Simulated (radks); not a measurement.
The oxygen ion O2+, 6 electrons, occupied as [He] 2s2 2p1 5s1 (not the ground configuration). All-electron calculation, Dirac Kohn-Sham, BLYP, spin-unpolarised, spherical densities, finite nucleus; open shells fill j = l - 1/2 first; Fermi nuclear charge, rms radius 2.6991 fm. Program: a radial shooting solver on a logarithmic mesh with Libxc functionals.

Unscreened Slater integrals over Kohn-Sham orbitals (hartree). Large and small components are both included.

integral,value
"F0(5s1/2,5s1/2)",0.096362
"F0(5s1/2,2p1/2)",0.13871
"G1(5s1/2,2p1/2)",0.0044649
"F0(5s1/2,2s1/2)",0.13821
"G0(5s1/2,2s1/2)",0.0033589
"F0(5s1/2,1s1/2)",0.14571
"G0(5s1/2,1s1/2)",0.0023519
"F0(2p1/2,2p1/2)",0.99493
"F0(2p1/2,2s1/2)",0.95273
"G1(2p1/2,2s1/2)",0.57398
"F0(2p1/2,1s1/2)",1.3830
"G1(2p1/2,1s1/2)",0.18542
"F0(2s1/2,2s1/2)",0.92498
"F0(2s1/2,1s1/2)",1.3008
"G0(2s1/2,1s1/2)",0.10895
"F0(1s1/2,1s1/2)",4.7336
